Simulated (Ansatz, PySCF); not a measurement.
C5H6Se, SMILES C=C=C1CC[Se]1. Atoms are numbered in the order given.

```xyz
12

C      2.8820    -1.4371    -0.4166
C      1.6508    -0.9817    -0.4180
C      0.4309    -0.5237    -0.4126
C     -0.8122    -0.8492    -1.2282
C     -1.8072     0.1482    -0.5889
Se    -0.4264     0.8458     0.6750
H      3.6631    -0.9878    -1.0430
H      3.1812    -2.2869     0.2100
H     -0.6595    -0.6712    -2.3048
H     -1.1226    -1.8994    -1.1061
H     -2.1751     0.9313    -1.2639
H     -2.6503    -0.3135    -0.0595
```

Coordinates come from a B3LYP-D3(BJ)/def2-SVP optimisation. The structure was generated by enumeration, and PubChem lists no compound with its InChIKey, so it may never have been made.

Two levels are set side by side: PBE-D3(BJ)/def2-SVP (Ansatz, a quantum-chemistry and plane-wave program) and B3LYP-D3(BJ)/def2-SVP (Ansatz). Each level has its own optimised geometry; the coordinates shown are those of the second. Frequencies come from the Hessian of PySCF at each geometry. Differences are taken from unrounded values.

| quantity | B3LYP-D3(BJ) |
|---|---|
| mean bond length (Å) | 1.352 |
| bond C1–C2 (Å) | 1.313 |
| bond C2–C3 (Å) | 1.303 |
| bond C3–C4 (Å) | 1.522 |
| bond C3–Se6 (Å) | 1.948 |
| bond C4–C5 (Å) | 1.547 |
| bond C5–Se6 (Å) | 1.998 |
| bond C1–H7 (Å) | 1.097 |
| bond C1–H8 (Å) | 1.097 |
| bond C4–H9 (Å) | 1.102 |
| bond C4–H10 (Å) | 1.102 |
| bond C5–H11 (Å) | 1.097 |
| bond C5–H12 (Å) | 1.097 |
| highest harmonic wavenumber (cm⁻¹) | 3176 |
| mean harmonic wavenumber (cm⁻¹) | 1340 |
| zero-point energy (kcal/mol) | 57.45 |

Problem. What does PBE-D3(BJ) give, and how far is it from B3LYP-D3(BJ)? (An estimate is asked for; the answer gives what the named calculation found.)

Solution. 
| quantity | PBE-D3(BJ) | PBE-D3(BJ) minus B3LYP-D3(BJ) |
|---|---|---|
| mean bond length (Å) | 1.358 | 0.006 |
| bond C1–C2 (Å) | 1.320 | 0.007 |
| bond C2–C3 (Å) | 1.312 | 0.009 |
| bond C3–C4 (Å) | 1.523 | 0.001 |
| bond C3–Se6 (Å) | 1.948 | 0.001 |
| bond C4–C5 (Å) | 1.549 | 0.001 |
| bond C5–Se6 (Å) | 1.997 | 0.000 |
| bond C1–H7 (Å) | 1.106 | 0.008 |
| bond C1–H8 (Å) | 1.106 | 0.008 |
| bond C4–H9 (Å) | 1.110 | 0.008 |
| bond C4–H10 (Å) | 1.110 | 0.008 |
| bond C5–H11 (Å) | 1.106 | 0.008 |
| bond C5–H12 (Å) | 1.106 | 0.008 |
| highest harmonic wavenumber (cm⁻¹) | 3106 | -70 |
| mean harmonic wavenumber (cm⁻¹) | 1303 | -36 |
| zero-point energy (kcal/mol) | 55.89 | -1.56 |

Exact exchange shortens and stiffens bonds; PBE has none. Differences between two approximate levels are no errors against the true value.
